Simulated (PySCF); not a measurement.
Species: C₂H₇ClSi₄ (charge +1 and doublet state).
Geometry (GFN2-xTB, Å), atoms numbered from 1 in this order:
```xyz
14
C2H7ClSi4 angstrom
C      2.5702    0.3305   -2.3747
C      2.0447    0.1772   -1.2999
Si     1.2395   -0.0792    0.3331
Si    -0.4888   -1.8242    0.3312
Si    -2.2210   -0.1466    0.5152
Si    -0.5550    1.6338    0.6800
Cl    -0.4317    2.4684    2.4987
H      3.0367    0.4677   -3.3097
H      2.3612   -0.0885    1.2778
H     -0.3290   -2.7589    1.4505
H     -0.4714   -2.6821   -0.8557
H     -3.1022    0.0268   -0.6420
H     -3.1346   -0.2593    1.6551
H     -0.5193    2.7340   -0.2818
```

As a line formula: `[CH+]=[C][Si@@H]1[SiH2][SiH2][Si@H]1Cl` [radical] (charge +1).

Method used: UKS B3LYP, pcH-1 on C Cl H Si, non-relativistic, mean-field spin-orbit, GIAO in PySCF. Isolated species at its GFN2-xTB geometry, gas phase. The geometry wasn't refined by DFT: couplings that depend on bond lengths, twists or pyramidal angles can differ widely from those at the functional's own minimum, by a factor of two or more for some ions and for spin on atoms past the first row. Stability of the SCF solution: not tested.

Problem. Match the computed a_iso(13C) values +13.1, -7.9 MHz with the sites C1; C2.

Solution. 
```json
{"site": "C1", "a_iso (MHz)": "+13.1", "ρ(0) (bohr⁻³)": "+0.0116", "position": "a main spin site", "distance from Si3 (Å)": "3.04", "spin population": "+0.21", "largest |T| (MHz)": "33.0"}
{"site": "C2", "a_iso (MHz)": "-7.9", "ρ(0) (bohr⁻³)": "-0.0071", "position": "1 bond from C1", "distance from Si3 (Å)": "1.84", "spin population": "-0.02", "largest |T| (MHz)": "8.2"}
```

ρ(0) is the spin density at the nucleus and T the dipolar tensor; a_iso includes a spin–orbit part. The Mulliken spin populations are largest on Si3 (+0.24), Si6 (+0.22), C1 (+0.21) and Si4 (+0.14). Main spin sites, with 60 % or more of the largest population: C1, Si3, Si6; positions count bonds from the nearest.

C2, the radical centre as drawn in `[CH+]=[C][Si@@H]1[SiH2][SiH2][Si@H]1Cl`, holds a spin population of -0.02 out of 1.
